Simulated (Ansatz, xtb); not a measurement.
Two structures of CaH3IOSi

Structure a is a singlet given by its coordinates and structure b is a singlet given by its coordinates. Both are isolated molecules in the gas phase, relaxed with B3LYP-D3(BJ)/def2-SVP.

a (Å):

```xyz
7

Ca    0.7250   -3.7764   -1.2276
I     2.4380   -5.2528    0.5287
O     0.3751   -1.8126   -2.1314
Si   -1.0998   -2.5242   -2.9917
H    -0.8349   -2.1215   -4.4238
H    -2.1732   -1.5275   -2.6209
H     0.6087   -0.8835   -2.2638
```

Close contacts (Å): Ca1–I2 2.86, Ca1–O3 2.19, Ca1–Si4 2.83, O3–Si4 1.85, O3–H7 0.97, Si4–H5 1.51, Si4–H6 1.51.

b (Å):

```json
{"atom": "Ca", "x (Å)": "-2.5426", "y (Å)": "2.7702", "z (Å)": "1.0911"}
{"atom": "I", "x (Å)": "0.0880", "y (Å)": "2.3525", "z (Å)": "-0.8066"}
{"atom": "O", "x (Å)": "-2.0918", "y (Å)": "0.6772", "z (Å)": "1.0957"}
{"atom": "Si", "x (Å)": "-0.8447", "y (Å)": "0.1323", "z (Å)": "0.2519"}
{"atom": "H", "x (Å)": "-3.9204", "y (Å)": "3.9901", "z (Å)": "1.9226"}
{"atom": "H", "x (Å)": "0.3283", "y (Å)": "-0.3811", "z (Å)": "1.0048"}
{"atom": "H", "x (Å)": "-1.1304", "y (Å)": "-0.6982", "z (Å)": "-0.9461"}
```

Close contacts (Å): Ca1–I2 3.27, Ca1–O3 2.14, Ca1–Si4 3.25, I2–Si4 2.63, O3–Si4 1.60, Ca1–H5 2.02, Si4–H6 1.49, Si4–H7 1.49.

**Question.** Estimate E(b) − E(a) at the level CCSD(T)/def2-SVP + ΔMP2/def2-TZVPP.

**Answer.** Too close to call at this level: CCSD(T)/def2-SVP + ΔMP2/def2-TZVPP gives E(b) − E(a) = −0.024 eV.

Level by level:

```
                             level               geometry  E(b) − E(a) (eV)  departure from the last row (eV)  job, with rough time for the two
             B3LYP-D3(BJ)/def2-SVP  B3LYP-D3(BJ)/def2-SVP              +0.145                            +0.169                optimisation, 98 s
                       HF/def2-SVP  B3LYP-D3(BJ)/def2-SVP              +0.397                            +0.421           part of the CCSD(T) run
                      MP2/def2-SVP  B3LYP-D3(BJ)/def2-SVP              +0.194                            +0.218           part of the CCSD(T) run
                  CCSD(T)/def2-SVP  B3LYP-D3(BJ)/def2-SVP              +0.280                            +0.304                      single point
CCSD(T)/def2-SVP + ΔMP2/def2-TZVPP  B3LYP-D3(BJ)/def2-SVP              −0.024                                                  single point, 52 s
```

The largest departure from CCSD(T)/def2-SVP + ΔMP2/def2-TZVPP is that of HF/def2-SVP, 0.421 eV. Levels run at GFN2-xTB geometries aren't shown. The last row adds to CCSD(T) the change of the MP2 difference between the two basis sets, here −0.304 eV, a large step that makes the value less sure.

With harmonic frequencies from B3LYP-D3(BJ)/def2-SVP (ideal gas, rigid rotor, one conformer each, 1000 K, 1 atm): on the last row, ΔE + ΔZPE = −0.151 eV. A mode under 50 cm⁻¹ makes harmonic enthalpies and free energies unreliable, so none is given.

The correlated steps freeze 15 core orbitals; the filled d shell of I is correlated; the last core shell of Ca is correlated, in a basis made for valence electrons. Atoms past krypton carry core potentials in the def2 sets and no spin–orbit term is included. Programs: Ansatz 0.2.0; the last row on 1 thread of Arm Neoverse V1 on a shared host.
